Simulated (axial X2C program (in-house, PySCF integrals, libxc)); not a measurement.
## Spin–orbit effects along a row: molecules with Na, HF

Computed with an in-house relativistic program for diatomic molecules, spin-free (one-electron X2C) or two-component (2c: spin–orbit coupling with atomic mean-field Coulomb and Gaunt terms, which also bring small scalar terms), in Dyall basis sets with cores contracted in-house; open shells are unrestricted.

Basis sets: B dyall-v3z, Be dyall-cv3z, C dyall-v3z, F dyall-av3z, Li dyall-cv3z, Na dyall-cv3z, O dyall-av3z.

| molecule | spin-free state | Re (Å) | ωe (cm⁻¹) | De (eV) | 2c state | Re 2c (Å) | ωe 2c (cm⁻¹) | De 2c (eV) |
| --- | --- | --- | --- | --- | --- | --- | --- | --- |
| LiNa | M_S = 0, Λ = 0 | 2.999 | 248.7 | 0.06 | Ω = 0 | 2.999 | 248.6 | 0.06 |
| NaBe | M_S = 1/2, Λ = 0 | 3.240 | 116.9 | 0.06 | Ω = 1/2 | 3.240 | 116.9 | 0.06 |
| NaB | M_S = 1, Λ = 1 | 2.504 | 339.9 | 0.26 | Ω = 2 | 2.505 | 339.8 | 0.26 |
| NaC | M_S = 3/2, Λ = 0 | 2.239 | 454.0 | 1.31 | Ω = 3/2 | 2.239 | 454.0 | 1.31 |
| NaO | M_S = 1/2, Λ = 1 | 2.047 | 508.8 | 0.80 | Ω = 3/2 | 2.047 | 508.7 | 0.80 |
| NaF | M_S = 0, Λ = 0 | 1.921 | 548.2 | 2.90 | Ω = 0 | 1.921 | 548.1 | 2.89 |

Each entry is the lowest single determinant of a limited PBE0 search at one distance. De goes to single-determinant-based atoms at the same level (for ions the charge split of lowest energy) and is withheld (n/a) where an atom does not fit its ground term or J level. Main or longest-lived isotopes. One determinant is a doubtful description, or other states lie close, for NaBe, NaB, NaC, NaO; these need not be ground states, and all values refer to the states named. Some open-shell Ω = 0 determinants are out of reach, so the Ω given for NaB need not be the lowest component. With several unpaired electrons the Ω given is that of one determinant, not necessarily of the lowest component. Some light 2c atoms are not at their ground J level, so De misses part of their lowering (0.04 eV or less). Where the atoms have a lower orbital projection than the molecule, De at mean-field level may be about a tenth of an eV too small.
